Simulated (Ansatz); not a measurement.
Ansatz (a first-principles code) input (wB97X-V/def2-TZVP):

Ansatz 0.2 input:
```yaml
crystal:
  periodic: [false, false, false]
  atoms:
    - {symbol: Al, position_ang: [0.00000000, 0.00000000, 0.00000000]}
    - {symbol: H, position_ang: [0.00000000, 0.00000000, 1.54907623]}
    - {symbol: H, position_ang: [-0.00000000, -0.00000000, -1.54907623]}
basis:
  gaussian:
    orbitals: def2-TZVP
hamiltonian:
  xc: {name: wB97X-V}
total_charge: 1
relax: {f_tol: 0.003, max_steps: 100}
```

Output:

```
Functional definition: wB97X-V
integrals: 0.01 GiB planned
347 factors; their error is unknown
integrals: 0.05 GiB planned
128 factors; integrals over basis functions are off by at most 3.7e-5 eV
mean field: 0.13 GiB planned
mean field evaluation 1: about -6619.2186 eV, gradient 8.0e0 eV
mean field evaluation 2: about -6619.4502 eV, gradient 1.2e0 eV
mean field evaluation 4: about -6619.4591 eV, gradient 1.4e-1 eV
mean field evaluation 8: about -6619.4673 eV, gradient 1.9e-3 eV
mean field -6619.46729480 eV, -243.2609362477 hartree, gradient 1.6e-5 eV, S^2 0.000000; 0 other end points of the search recorded, 0 dependent functions left out
the calculation of the forces begins
reference -6619.46729296 eV, -243.2609361804 hartree; 7, 7 occupied and 42, 42 virtual orbitals, 347 factors
relax step   1: F+E_penalty+E_count = -6619.46729480 eV  Δ(F+E_penalty+E_count) = +0.000e0 eV  max|allowed force component| = 3.010e-2 eV/Å  Δτ_max = 0.0000 Å  (21 SCF iters, accepted)
these checks for a lower state are left out or cut short: starts, cluster_reference, orbital_swaps, neighbouring_geometries, increment
integrals: 0.01 GiB planned
347 factors; their error is unknown
integrals: 0.05 GiB planned
128 factors; integrals over basis functions are off by at most 3.7e-5 eV
mean field: 0.13 GiB planned
mean field evaluation 16: about -6619.4674 eV, gradient 9.6e-6 eV
mean field -6619.46735102 eV, -243.2609383140 hartree, gradient 3.2e-5 eV, S^2 0.000000; 0 other end points of the search recorded, 0 dependent functions left out
the calculation of the forces begins
reference -6619.46734919 eV, -243.2609382466 hartree; 7, 7 occupied and 42, 42 virtual orbitals, 347 factors
relax step   2: F+E_penalty+E_count = -6619.46735102 eV  Δ(F+E_penalty+E_count) = -5.623e-5 eV  max|allowed force component| = 4.717e-3 eV/Å  Δτ_max = 0.0016 Å  (17 SCF iters, accepted)
these checks for a lower state are left out or cut short: starts, cluster_reference, orbital_swaps, neighbouring_geometries, increment
integrals: 0.01 GiB planned
347 factors; their error is unknown
integrals: 0.05 GiB planned
128 factors; integrals over basis functions are off by at most 3.7e-5 eV
mean field: 0.13 GiB planned
mean field -6619.46735243 eV, -243.2609383658 hartree, gradient 7.9e-6 eV, S^2 0.000000; 0 other end points of the search recorded, 0 dependent functions left out
the calculation of the forces begins
reference -6619.46735060 eV, -243.2609382984 hartree; 7, 7 occupied and 42, 42 virtual orbitals, 347 factors
relax step   3: F+E_penalty+E_count = -6619.46735243 eV  Δ(F+E_penalty+E_count) = -1.409e-6 eV  max|allowed force component| = 9.208e-7 eV/Å  Δτ_max = 0.0003 Å  (17 SCF iters, accepted)
integrals: 0.01 GiB planned
347 factors; their error is unknown
integrals: 0.05 GiB planned
128 factors; integrals over basis functions are off by at most 3.7e-5 eV
mean field: 0.13 GiB planned
mean field evaluation 32: about -6619.4674 eV, gradient 2.3e-2 eV
mean field -6619.46735243 eV, -243.2609383658 hartree, gradient 8.0e-6 eV, S^2 0.000000; 1 other end points of the search recorded, 0 dependent functions left out
the calculation of the forces begins
reference -6619.46735060 eV, -243.2609382984 hartree; 7, 7 occupied and 42, 42 virtual orbitals, 347 factors
Total energy: -6619.46735060 eV, -243.2609382984 hartree
Atom 0 at    -0.000000     0.000000     0.000000 Å, force    -0.000000     0.000000     0.000000 eV/Å
Atom 1 at     0.000000    -0.000000     1.547165 Å, force    -0.000000    -0.000000     0.000001 eV/Å
Atom 2 at     0.000000    -0.000000    -1.547165 Å, force    -0.000000     0.000000    -0.000001 eV/Å
Dipole moment:    -0.000000     0.000000    -0.000000 e Å
```
